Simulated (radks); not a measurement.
Initial-state core-level shifts of the holmium ion Ho3+ when its valence configuration changes from [Xe] 4f10. Method: scalar-relativistic Kohn-Sham, LDA (Slater exchange, Perdew-Wang correlation), spin-polarised, spherical densities, finite nucleus; open shells are filled with parallel spins first (spin-orbit coupling, left out, can overturn this in heavy ions); Fermi nuclear charge, rms radius 5.2022 fm; computed with a radial shooting solver on a logarithmic mesh with Libxc functionals. Shifts are changes of the shell-averaged eigenvalues in eV (positive: less bound); the change of the density at the nucleus, which sets a Mossbauer isomer shift, is in e/bohr^3, on a base of 8.438e+05.

valence               1s       3s       3p       4p  density at nucleus
4f9 6p1          -12.228  -13.910  -13.889  -13.067              +46.03
4f9.5 6p0.5       -5.970   -6.769   -6.759   -6.395              +22.04
4f7 5d2 6p1      -30.075  -35.951  -35.868  -32.328             +139.00
4f5 5d2 6p3      -61.459  -72.846  -72.682  -64.557             +276.38
4f8 5d2          -16.183  -19.788  -19.738  -17.765              +82.04
4f7.5 5d2.5      -20.643  -25.323  -25.257  -22.572             +105.63
4f7 5d2.5 6p0.5  -27.658  -33.507  -33.424  -29.911             +134.55
4f9 6s1          -11.000  -12.690  -12.668  -11.842             +122.20
4f9 5d1           -7.734   -9.393   -9.370   -8.551              +38.39
